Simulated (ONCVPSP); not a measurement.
## An all-electron radial function and its pseudo partner (carbon (C))

Columns: radius, all-electron u(r) and pseudo u(r) of the 2s shell (level -13.61 eV) of carbon in the configuration [He] 2s2 2p2; BLYP, scalar-relativistic, ONCV scheme, ONCVPSP 4.0.1.

```
r (bohr)  all-electron  pseudo
   0.130       -0.3518  0.0939
   0.260       -0.2264  0.1879
   0.390        0.0280  0.2911
   0.520        0.2811  0.4031
   0.650        0.4883  0.5125
   0.780        0.6406  0.6196
   0.910        0.7411  0.7243
   1.040        0.7973  0.7960
   1.170        0.8187  0.8186
   1.300        0.8140  0.8139
   1.430        0.7908  0.7907
   1.560        0.7551  0.7551
   1.690        0.7116  0.7117
   1.820        0.6638  0.6639
   1.950        0.6142  0.6143
   2.080        0.5646  0.5647
   2.210        0.5163  0.5163
   2.340        0.4700  0.4700
   2.470        0.4263  0.4263
   2.600        0.3854  0.3855
   2.730        0.3476  0.3476
   2.860        0.3127  0.3128
   2.990        0.2808  0.2809
   3.120        0.2517  0.2518
   3.250        0.2253  0.2254
   3.380        0.2014  0.2014
```

(1) How many radial nodes do the two functions have?

(2) At about which radius was the pseudo-wave matched?

(3) Is the pseudo-wave norm-conserving?

Answers

(1) The all-electron 2s function has n − l − 1 = 1; the pseudo-wave has 0, since the states of the same l below it are removed with the core.

(2) 1.10 bohr, where the columns begin to agree (steps of 0.13 bohr).

(3) Yes: the ONCV scheme keeps the norm inside the radius equal to the all-electron one, which fixes the energy derivative of the logarithmic derivative at the level.
